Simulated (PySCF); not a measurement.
NMR parameters of [OsNCl4]-

[OsNCl4]-, [Cl4NOs]-, point group C4v.

Bonds: Os1-N2 1.613 Å, Os1-Cl3 2.344 Å, Os1-Cl4 2.344 Å, Os1-Cl5 2.344 Å, Os1-Cl6 2.344 Å.

Total charge -1.

GIAO calculations in PySCF 2.14 on the PBE0-D3(BJ)/def2-SVP structure: isolated species, scalar relativity only through the core potential, equivalent atoms averaged; basis pcSseg-1 (def2-TZVP on Os).

Task: Give the isotropic shieldings (ppm) with B3LYP, PBE0.

Result: 
```tsv
atoms	environment	B3LYP	PBE0
Cl3/Cl4/Cl5/Cl6	chlorine bonded to Os	948	975
N2	nitrogen bonded to Os	-556.5	-563.7
HOMO–LUMO gap (eV)	–	4.18	4.66
```

Task: And the chemical shifts, against references computed in the same way?

Result: 
```csv
atoms,"nucleus, reference",B3LYP,PBE0
Cl3/Cl4/Cl5/Cl6,"35Cl, HCl",-18,-31
N2,"15N, NH3",820.0,829.4
```

Task: Which part of the shielding of Cl3/Cl4/Cl5/Cl6 depends on the functional?

Result: Diamagnetic: B3LYP 1148, PBE0 1148 ppm; paramagnetic: B3LYP -200, PBE0 -173 ppm. The diamagnetic part, set mainly by inner electrons, hardly moves; the paramagnetic part goes with low-lying magnetically allowed excitations and carries the spread.

Os is described by an effective core potential, so it has no shielding of its own here; spin–orbit effects on the atoms bonded to it, which can be large, are absent, and the values of these neighbours are rough. Experimental scales use liquid or dissolved standards, which lie at an offset from isolated NH3 (liquid NH3: subtract about 20 ppm). Unscaled 15N shifts of sp2 nitrogen come out 20 to 40 ppm too high even then.
